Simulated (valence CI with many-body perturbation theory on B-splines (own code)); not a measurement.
**Energy levels of Gd¹⁴⁺**

Method: valence CI with perturbative core correlation (CI+MBPT): four valence electrons over a frozen Dirac-Fock core [Kr] 4d10, radial functions for each j: 8 s, 8 p, 9 d, 9 f, 6 g, 3 h, 2 i, with the one-electron correlation potential Σ1, the two-electron term Σ2, the three-electron term Σ3, Breit, model QED; selected CI, second order for the rest, scaled by the run's own slope (own B-spline code, finite nucleus).

No measured levels were compared; by estimate terms of the open shell hold to a few per cent of their energy, and close levels can change places; configurations with another count of f electrons can be misplaced by thousands of cm⁻¹. Core correlation moves these levels by up to 44000 cm⁻¹, and in measured spectra 5 to 20 % of such shifts remained as error; rates that hang on mixing are uncertain with them.

Levels 46 to 64 of 64, with energies above the lowest level, 4f3 5s 5I°_4. "Leading %" is the weight of the configuration and term that name the level; weights of strongly mixed levels are sums over their largest components and can fall short. In the jj column 3d3/2^4 stands for four electrons in 3d with j = 3/2. Lifetimes count E1, E2, E3, M1 and M2 decay at the calculated energies, and are blank where another channel may lead or the interval is too uncertain; long ones can be off by a factor of two.

| No. | Configuration | Term | J | E (cm⁻¹) | Leading % | Leading jj | g | Lifetime |
| --- | --- | --- | --- | --- | --- | --- | --- | --- |
| 46 | 4f3 5s | 3G° | 5 | 45825 | 59 | 4f7/2^3 5s (75 %) | 1.154 | 37.2 ms |
| 47 | 4f4 | 5S | 2 | 46527 | 89 | 4f5/2^2 4f7/2^2 (47 %) | 1.929 | 174 ms |
| 48 | 4f3 5s | 3P° | 0 | 46555 | 79 | 4f5/2^2 4f7/2 5s (73 %) |  | 134 ms |
| 49 | 4f4 | 5F | 4 | 47006 | 74 | 4f5/2^2 4f7/2^2 (37 %) | 1.269 | 7.68 ms |
| 50 | 4f2 5s2 | 3H | 6 | 48561 | 91 | 4f7/2^2 5s^2 (72 %) | 1.163 | 6.41 ms |
| 51 | 4f3 5s | 3G° | 3 | 48610 | 93 | 4f5/2^2 4f7/2 5s (47 %) | 0.768 | 57.4 ms |
| 52 | 4f4 | 3K | 6 | 48861 | 96 | 4f5/2^2 4f7/2^2 (49 %) | 0.862 | 16.7 ms |
| 53 | 4f3 5s | 3D° | 3 | 49182 | 89 | 4f5/2 4f7/2^2 5s (75 %) | 1.305 | 58.6 ms |
| 54 | 4f3 5s | 3P° | 1 | 49203 | 46 | 4f5/2^2 4f7/2 5s (52 %) | 1.167 | 45.0 ms |
| 55 | 4f3 5s | 1K° | 7 | 49564 | 73 | 4f5/2^2 4f7/2 5s (67 %) | 0.984 | 41.9 ms |
| 56 | 4f4 | 5F | 5 | 49997 | 85 | 4f5/2^2 4f7/2^2 (47 %) | 1.366 | 6.79 ms |
| 57 | 4f2 5s2 | 3F | 3 | 50269 | 92 | 4f5/2 4f7/2 5s^2 (92 %) | 1.085 | 3.66 ms |
| 58 | 4f3 5s | 3G° | 4 | 50593 | 38 | 4f7/2^3 5s (45 %) | 1.087 | 39.2 ms |
| 59 | 4f2 5s2 | 3F | 4 | 50780 | 47 | 4f5/2 4f7/2 5s^2 (85 %) | 1.126 | 2.49 ms |
| 60 | 4f4 | 3K | 7 | 51214 | 74 | 4f5/2^3 4f7/2 (54 %) | 0.992 | 17.6 ms |
| 61 | 4f4 | 3H | 4 | 51477 | 43 | 4f5/2^2 4f7/2^2 (45 %) | 0.992 | 1.61 ms |
| 62 | 4f3 5s | 3D° | 2 | 51939 | 49 | 4f5/2 4f7/2^2 5s (45 %) | 1.241 | 41.8 ms |
| 63 | 4f4 | 5G | 2 | 51980 | 87 | 4f5/2^3 4f7/2 (44 %) | 0.382 | 409 μs |
| 64 | 4f4 | 5G | 3 | 52658 | 65 | 4f5/2^3 4f7/2 (86 %) | 0.883 | 654 μs |

Names give the largest LS component (configuration and term), which can be under half, so a name can repeat, a term be missing and a line seem to break the LS rules; names also repeat where a configuration has a term twice.

Where two levels of one J and parity lie close, their mixing, g and order are uncertain.
